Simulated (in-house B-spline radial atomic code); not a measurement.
How numerical settings move a run on Pr, [Xe] 4f3 6s2. Computed with a B-spline radial code for spherical atoms: Dirac-Kohn-Sham LDA VWN5, spherical fractional occupations, Fermi nucleus of rms radius 4.8919 fm.

Command:
```bash
python run_scf.py task.json out
```
Settings of the sound reference run:
```
Z                59
electrons        59
configuration    [Xe] 4f3 6s2
hamiltonian      dirac
method           lda,vwn
spin_polarised   False
nucleus          fermi
rms_radius       4.8919
mass_number      141
atomic_mass      140.9077
speed_of_light   137.036
knot_spacing     0.22
spline_order     8
gauss_points     12
box_radius       50
max_iterations   70
damping          0.5
damped_steps     3
diis_vectors     10
tolerance        1e-08
start            Thomas-Fermi
```

Time taken, with all properties: 2 s on 1 thread of Intel(R) Xeon(R) Platinum 8375C CPU @ 2.90GHz, with other jobs on the host.

It converges in 11 iterations to -9235.432941 hartree, with 4f7/2 at -1.29099 eV. The other runs change the listed settings, some to values that make no sense; their results aren't properties of the atom or ion. Radii are in bohr (the nuclear one in fm), a minus after a letter asks for a j subshell, and «unchanged» means within 1e-8 hartree. The run stops when the residual is below 10 × tolerance × max(1, Z/10), or a noise floor if that is larger, and the energy moves by less than 1e-8 × √|E| hartree; so very loose and very tight tolerances often act alike.

```tsv
changed settings	outcome
gauss_points = 6, max_iterations = 60, damping = 0.2, damped_steps = 0, start = bare nucleus	converged in 15 iterations, energy unchanged, 4f7/2 level +1.5e-05 eV
box_radius = 200	converged in 11 iterations, energy unchanged, 4f7/2 level -2.7e-07 eV
electrons = 67, configuration = [Xe] 4f3 6s2 8s2 8p6, max_iterations = 60	not converged after 60 iterations, last residual 1.1e-02
method = hf, speed_of_light = 29.50385	stopped with error: Z/c is past the critical charge
box_radius = 2	converged in 8 iterations, energy +2.76e+01 hartree from the reference, 4f7/2 level +7.5e+01 eV (the program warns: 4f7/2 has a positive eigenvalue: unbound, held by the box; 5s1/2 has a positive eigenvalue: unbound, held by the box)
box_radius = 10	converged in 11 iterations, energy +4.12e-03 hartree from the reference, 4f7/2 level +2.3e-01 eV (the program warns: 4f7/2 reaches the box edge; 4f5/2 reaches the box edge)
box_radius = 15	converged in 11 iterations, energy +3.36e-05 hartree from the reference, 4f7/2 level +4.6e-03 eV (the program warns: 4f7/2 reaches the box edge; 4f5/2 reaches the box edge)
max_iterations = 2	not converged after 2 iterations, last residual 5.7e-01, last energy +1.04e+01 hartree from the reference
max_iterations = 5	not converged after 5 iterations, last residual 2.0e-02, last energy +8.44e-03 hartree from the reference
knot_spacing = 0.55, max_iterations = 100, damped_steps = 1, start = bare nucleus	converged in 12 iterations, energy +7.42e-01 hartree from the reference, 4f7/2 level -2.8e-01 eV
start = bare nucleus	converged in 15 iterations, energy unchanged, 4f7/2 level +2.8e-05 eV
box_radius = 5	converged in 9 iterations, energy +3.98e-01 hartree from the reference, 4f7/2 level +4.9e+00 eV (the program warns: 4f7/2 has a positive eigenvalue: unbound, held by the box; 4f5/2 has a positive eigenvalue: unbound, held by the box)
box_radius = 25	converged in 11 iterations, energy unchanged, 4f7/2 level +2.0e-06 eV
box_radius = 100	converged in 11 iterations, energy unchanged
```

(1) What happens with knot_spacing = 0.3, max_iterations = 60, diis_vectors = 4, start = bare nucleus?

(2) What happens with electrons = 60, configuration = [Xe] 4f3 6s2 7p-1, max_iterations = 60?

(3) What happens with gauss_points = 5, box_radius = 100, max_iterations = 50, damping = 0.2?

(4) What happens with max_iterations = 3?

## Answers

(1) Converged in 16 iterations, energy +3.64e-05 hartree from the reference, 4f7/2 level +4.1e-05 eV.

(2) Converged in 11 iterations to -9235.4316 hartree, a different physical problem (warning: 7p1/2 has a positive eigenvalue: unbound, held by the box).

(3) Converged in 14 iterations, energy -5.27e-08 hartree from the reference, 4f7/2 level +3.9e-05 eV.

(4) Not converged after 3 iterations, last residual 5.8e-02, last energy +2.23e-01 hartree from the reference.
